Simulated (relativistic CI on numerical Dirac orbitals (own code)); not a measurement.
## Ag⁴⁺: L-alpha,beta X-ray emission

Computed with this model: Dirac-Coulomb-Breit CI, KLI orbitals optimised for each configuration, model QED (radiative potential, 1s self-energy scaled to tabulated hydrogen-like ionisation energies), valence Slater integrals scaled by 0.9, multiplet model of X-ray emission after core ionisation; configurations [Kr] 4d7 → [He] 2s2 2p5 3s2 3p6 3d10 4s2 4p6 4d7 → [Ar] 3d9 4s2 4p6 4d7; 300 K; Lorentzian 1.4 eV and Gaussian 0.6 eV FWHM. Energies are those of the free ion, without screening or charge transfer. S is read from ⟨S²⟩ = S(S + 1).

Field parameters in Wybourne normalisation: Td as Oh with Dq negative (B⁴₀ = 21Dq, B⁴₄ = √(5/14) B⁴₀). The field is a parameter set, without covalency.

free ion: ground-state S = 1.47, centroid 3042.62 eV. Peaks (eV, height): 2986.2 (100), 3149.6 (18), 3151.8 (25), 3155.4 (20).

Td, 10Dq = -14550 cm⁻¹: ground-state S = 1.49, centroid 3042.62 eV. Peaks (eV, height): 2986.2 (100), 3148.6 (9), 3152.8 (27).

Strongest unbroadened transitions for free ion:

```tsv
Energy (eV)	Relative strength
2985.47	21.5
2986.08	9.7
2986.16	26.7
2986.20	100.0
2986.33	12.2
2986.50	26.4
2986.52	8.7
2986.82	10.1
2987.24	13.9
2987.26	8.5
3149.30	7.6
3149.32	16.5
3151.65	24.3
3151.94	7.4
3152.71	11.6
3155.07	9.6
3155.57	7.4
3155.84	17.0
```
